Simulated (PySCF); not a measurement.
B(H)(SH)2, SMILES SBS (H3BS2) (PBE0/def2-SVP optimised geometry):

```
6

B      0.080     0.119     0.000
H     -0.536     1.152     0.000
S      1.874     0.119     0.000
H      2.024     1.459     0.000
S     -0.774    -1.459     0.000
H     -2.024    -0.953     0.001
```

Calculation: PBE0/def2-TZVP run with PySCF.

Task: What are the frontier orbital energies and the dipole moment?

Result: HOMO-2 -9.00 eV, HOMO-1 -8.95 eV, HOMO -7.52 eV, LUMO -0.94 eV, LUMO+1 -0.17 eV; dipole moment 1.51 D.

On the same geometry PBE/def2-TZVP (PySCF) gives HOMO-2 -7.73 eV, HOMO-1 -7.64 eV, HOMO -6.38 eV, LUMO -1.83 eV, LUMO+1 -1.09 eV; dipole moment 1.36 D.

Meta-Löwdin charges at PBE0/def2-TZVP: B1 -0.20, H2 0.03, S3 -0.03, H4 0.11, S5 -0.03, H6 0.11.
